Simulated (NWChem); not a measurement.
System: HfBr4; SMILES [Br][Hf]([Br])([Br])[Br]

The following NWChem deck was run.

```
start job
memory heap 200 mb stack 900 mb global 1100 mb
geometry units angstroms noautoz
  Hf    -0.000000    -0.000001     0.000000
  Br    -1.999913    -0.378131     1.405435
  Br     1.970053     0.364622     1.450456
  Br     0.386387    -1.978332    -1.433455
  Br    -0.356530     1.991844    -1.422434
end
basis spherical
  * library def2-svp
end
ecp
  Hf library def2-ecp
end
dft
  xc xpbe96 cpbe96
  grid xcoarse
  iterations 150
  mulliken
end
task dft gradient
```

Excerpt of the output:

```
             Northwest Computational Chemistry Package (NWChem) 7.3.0
             --------------------------------------------------------

 C1  symmetry detected

                             Geometry "geometry" -> ""
                             -------------------------

 Output coordinates in angstroms (scale by  1.889725989 to convert to a.u.)

  No.       Tag          Charge          X              Y              Z
 ---- ---------------- ---------- -------------- -------------- --------------
    1 Hf                  72.0000     0.00000045     0.00000094    -0.00000077
    2 Br                  35.0000    -2.00936669    -0.98510700    -1.05351294
    3 Br                  35.0000     1.98585932    -1.35257944    -0.58717387
    4 Br                  35.0000     0.30814940     2.31446424    -0.81620269
    5 Br                  35.0000    -0.28464295     0.02322027     2.45689109

 Effective nuclear repulsion energy (a.u.)    3119.5079824214

 Summary of "ao basis" -> "ao basis" (spherical)
 ------------------------------------------------------------------------------
       Tag                 Description            Shells   Functions and Types
 ---------------- ------------------------------  ------  ---------------------
 Hf                         def2-svp                12       32   6s3p2d1f
 Br                         def2-svp                12       32   5s4p3d

            General Information
            -------------------
          SCF calculation type: DFT
          Wavefunction type:  closed shell.
          No. of atoms     :     5
          No. of electrons :   152
           Alpha electrons :    76
            Beta electrons :    76
          Charge           :     0
          Spin multiplicity:     1
          Use of symmetry is: off; symmetry adaption is: off
          Maximum number of iterations: 150
          AO basis - number of functions:   160
                     number of shells:    60
          Convergence on energy requested:  1.00D-06
          Convergence on density requested:  1.00D-05
          Convergence on gradient requested:  5.00D-04

              XC Information
              --------------
          PerdewBurkeErnzerhof Exchange Functional  1.000
            Perdew 1991 LDA Correlation Functional  1.000 local
           PerdewBurkeErnz. Correlation Functional  1.000 non-local

             Grid Information
             ----------------
          Grid used for XC integration:  xcoarse
          Radial quadrature: Mura-Knowles
          Angular quadrature: Lebedev.
          Tag              B.-S. Rad. Rad. Pts. Rad. Cut. Ang. Pts.
          ---              ---------- --------- --------- ---------
          Hf                  1.55       84           8.0       194
          Br                  1.15       75          10.0       194
          Grid pruning is: on
          Number of quadrature shells:   384
          Spatial weights used:  Erf1

      Superposition of Atomic Density Guess
      -------------------------------------

 Sum of atomic energies:      -10340.28147437

      Non-variational initial energy
      ------------------------------

 Total energy =  -10336.234136
 1-e energy   =  -17047.227491
 2-e energy   =    5388.617225
 HOMO         =      -0.401950
 LUMO         =       0.032620

     ---------------------------------------------
      Total Density - Mulliken Population Analysis
     ---------------------------------------------

    Atom       Charge   Shell Charges
 -----------   ------   -------------------------------------------------------
    1 Hf  12     9.76   0.03 -0.29  1.74  0.52  0.46  0.07  5.46  0.61  0.11  0.75  0.24  0.08
    2 Br  35    35.56   2.00  2.00  2.00  1.37  0.59  6.00  5.99  2.46  3.16  8.23  1.73  0.05
    3 Br  35    35.56   2.00  2.00  2.00  1.37  0.59  6.00  5.99  2.46  3.16  8.23  1.73  0.05
    4 Br  35    35.56   2.00  2.00  2.00  1.37  0.59  6.00  5.99  2.46  3.16  8.23  1.73  0.05
    5 Br  35    35.56   2.00  2.00  2.00  1.37  0.59  6.00  5.99  2.46  3.16  8.23  1.73  0.05

   convergence    iter        energy       DeltaE   RMS-Dens  Diis-err
 ---------------- ----- ----------------- --------- --------- ---------
 d= 0,ls=0.0,diis     1 -10341.9054877894 -1.17D+04  3.28D-02  1.91D+00
 d= 0,ls=0.0,diis     2 -10336.0783179780  5.83D+00  2.62D-02  4.37D+01
 d= 0,ls=0.0,diis     3 -10342.1723849599 -6.09D+00  7.89D-04  1.35D-01
 d= 0,ls=0.0,diis     4 -10342.1779367813 -5.55D-03  8.74D-04  2.72D-02
 d= 0,ls=0.0,diis     5 -10342.1820849268 -4.15D-03  7.93D-05  1.02D-04
  Resetting Diis
 d= 0,ls=0.0,diis     6 -10342.1820924015 -7.47D-06  3.57D-05  5.22D-05
 d= 0,ls=0.0,diis     7 -10342.1821001987 -7.80D-06  6.76D-06  1.59D-07
 d= 0,ls=0.0,diis     8 -10342.1821001204  7.83D-08  5.42D-06  6.26D-07

         Total DFT energy =   -10342.182100120412
      One electron energy =   -17047.196717225128
           Coulomb energy =     5752.430111805620
    Exchange-Corr. energy =     -369.791624125937
 Nuclear repulsion energy =     1322.376129425033

 Numeric. integr. density =      152.000012030207

                       DFT Final Molecular Orbital Analysis
                       ------------------------------------

 Vector   74  Occ=2.000000D+00  E=-2.800671D-01
              MO Center= -3.9D-01, -4.4D-01,  3.7D-01, r^2= 7.0D+00
   Bfn.  Coefficient  Atom+Function         Bfn.  Coefficient  Atom+Function
  ----- ------------  ---------------      ----- ------------  ---------------
   143      0.362627  5 Br px               140      0.332116  5 Br px
    49      0.323802  2 Br pz                46      0.296556  2 Br pz
    81     -0.255623  3 Br pz                78     -0.234117  3 Br pz
   137     -0.218971  5 Br px                43     -0.195526  2 Br pz
    47     -0.157833  2 Br px                75      0.154358  3 Br pz

 Vector   75  Occ=2.000000D+00  E=-2.800662D-01
              MO Center= -9.4D-02, -2.5D-02, -7.3D-01, r^2= 6.9D+00
   Bfn.  Coefficient  Atom+Function         Bfn.  Coefficient  Atom+Function
  ----- ------------  ---------------      ----- ------------  ---------------
    48      0.338554  2 Br py               111      0.314801  4 Br px
    45      0.310064  2 Br py               108      0.288316  4 Br px
    80     -0.242814  3 Br py                77     -0.222380  3 Br py
    42     -0.204432  2 Br py                79     -0.192815  3 Br px
   105     -0.190093  4 Br px                76     -0.176592  3 Br px

 Vector   76  Occ=2.000000D+00  E=-2.800655D-01
              MO Center=  4.8D-01,  4.7D-01,  3.7D-01, r^2= 6.9D+00
   Bfn.  Coefficient  Atom+Function         Bfn.  Coefficient  Atom+Function
  ----- ------------  ---------------      ----- ------------  ---------------
   144      0.351339  5 Br py               141      0.321771  5 Br py
   113     -0.307547  4 Br pz               110     -0.281677  4 Br pz
    81      0.237160  3 Br pz                78      0.217206  3 Br pz
   138     -0.212151  5 Br py                80     -0.193138  3 Br py
   107      0.185715  4 Br pz                77     -0.176882  3 Br py

 Vector   77  Occ=0.000000D+00  E=-1.146862D-01
              MO Center=  1.7D-05,  1.7D-05,  9.3D-06, r^2= 3.2D+00
   Bfn.  Coefficient  Atom+Function         Bfn.  Coefficient  Atom+Function
  ----- ------------  ---------------      ----- ------------  ---------------
    19      0.648504  1 Hf d  1              16      0.447507  1 Hf d -2
    20      0.335802  1 Hf d  2             111     -0.205846  4 Br px
   143      0.206845  5 Br px                49     -0.193543  2 Br pz
    80     -0.160083  3 Br py                24      0.139848  1 Hf d  1
    18     -0.131903  1 Hf d  0             108     -0.130551  4 Br px

 Vector   78  Occ=0.000000D+00  E=-1.146827D-01
              MO Center= -1.7D-05,  3.5D-05, -1.3D-05, r^2= 3.2D+00
   Bfn.  Coefficient  Atom+Function         Bfn.  Coefficient  Atom+Function
  ----- ------------  ---------------      ----- ------------  ---------------
    17      0.712248  1 Hf d -1              20     -0.418714  1 Hf d  2
    19      0.228302  1 Hf d  1             144     -0.208163  5 Br py
   113     -0.198072  4 Br pz                48      0.187590  2 Br py
    16      0.173723  1 Hf d -2              81      0.168006  3 Br pz
    22      0.153596  1 Hf d -1             141     -0.132000  5 Br py

 Vector   79  Occ=0.000000D+00  E=-8.615111D-02
              MO Center= -1.6D-03, -1.1D-01, -8.8D-02, r^2= 3.8D+00
   Bfn.  Coefficient  Atom+Function         Bfn.  Coefficient  Atom+Function
  ----- ------------  ---------------      ----- ------------  ---------------
    18      0.676466  1 Hf d  0              20      0.377161  1 Hf d  2
   133     -0.330521  5 Br s                 23      0.326637  1 Hf d  0
   101      0.321904  4 Br s                145      0.315524  5 Br pz
    17      0.271926  1 Hf d -1             112     -0.249446  4 Br py
   113      0.210996  4 Br pz                25      0.182108  1 Hf d  2

     ---------------------------------------------
      Total Density - Mulliken Population Analysis
     ---------------------------------------------

[...]

                         DFT ENERGY GRADIENTS

    atom               coordinates                        gradient
                 x          y          z           x          y          z
   1 Hf      0.000001   0.000002  -0.000001    0.000016  -0.000010   0.000027
   2 Br     -3.797152  -1.861582  -1.990851    0.003116   0.001553   0.001638
   3 Br      3.752730  -2.556005  -1.109598   -0.003108   0.002105   0.000887
   4 Br      0.582318   4.373703  -1.542399   -0.000462  -0.003606   0.001277
   5 Br     -0.537897   0.043880   4.642851    0.000439  -0.000043  -0.003828
```

Level: PBE/def2-SVP with def2 effective core potentials on Hf. All runs use the structure optimised with PBE0/def2-SVP. No frequency run checked for a minimum. def2 effective core potentials on Hf; no spin-orbit coupling.
